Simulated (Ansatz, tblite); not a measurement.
Adding an electron: N-butyl-N-methylpyrrolidinium, `CCCC[N+]1(C)CCCC1`. Total charge 1; singlet. Geometry: r2SCAN-D4/def2-SVP. Ansatz, gas phase; energy differences of separate SCF runs; the reduced species was run as a doublet alone.

Cartesian coordinates in Å:
```
C -3.2715 0.0166 2.5772
C -1.7886 -0.2408 2.3415
C -1.4119 -0.1641 0.8577
C 0.0640 -0.4607 0.6660
N 0.5989 -0.2560 -0.7394
C -0.2329 -0.9952 -1.7376
C 2.0472 -0.7566 -0.8117
C 2.7682 0.2532 -1.6837
C 2.1552 1.5682 -1.2054
C 0.6718 1.2386 -1.1082
H -3.5665 1.0171 2.2225
H -3.5148 -0.0416 3.6478
H -3.8961 -0.7243 2.0533
H -1.1840 0.4903 2.9079
H -1.5131 -1.2359 2.7351
H -1.6645 0.8404 0.4719
H -2.0287 -0.8857 0.2954
H 0.2896 -1.5081 0.9249
H 0.6829 0.1825 1.3126
H -0.3392 -2.0389 -1.4131
H 0.2699 -0.9544 -2.7124
H -1.2194 -0.5230 -1.8122
H 2.4416 -0.7386 0.2148
H 2.0423 -1.7946 -1.1716
H 2.5619 0.0810 -2.7536
H 3.8575 0.1981 -1.5456
H 2.5614 1.8447 -0.2184
H 2.3324 2.4145 -1.8842
H 0.1663 1.3578 -2.0762
H 0.1201 1.8153 -0.3554
```

The xTB rows come from tblite.

| level | −HOMO (eV) | −LUMO (eV) | vertical EA (eV) | HOMO–LUMO gap (eV) |
| --- | --- | --- | --- | --- |
| GFN2-xTB | 14.74 | 7.21 | 4.38 | 7.54 |
| BLYP-D4/def2-TZVP | 11.09 | 3.95 | 2.25 | 7.14 |
| PBE0-D4/def2-TZVP | 12.55 | 3.15 | 1.93 | 9.41 |

Question: Estimate the rows for GFN1-xTB, PBE-D4/def2-TZVP.

Answer: 
```json
{"level": "GFN1-xTB", "−HOMO (eV)": "16.21", "−LUMO (eV)": "8.53", "vertical EA (eV)": "6.10", "HOMO–LUMO gap (eV)": "7.68"}
{"level": "PBE-D4/def2-TZVP", "−HOMO (eV)": "11.14", "−LUMO (eV)": "4.00", "vertical EA (eV)": "2.24", "HOMO–LUMO gap (eV)": "7.14"}
```

Relaxing the reduced species (r2SCAN-D4/def2-SVP) changes its energy by -0.18 eV at PBE-D4/def2-TZVP, so the adiabatic electron affinity to this nearest minimum is 2.43 eV. At PBE0-D4/def2-TZVP it is 2.09 eV.   Raw xTB energy differences between charge states are shifted by several eV; the methods need an empirical correction for them.
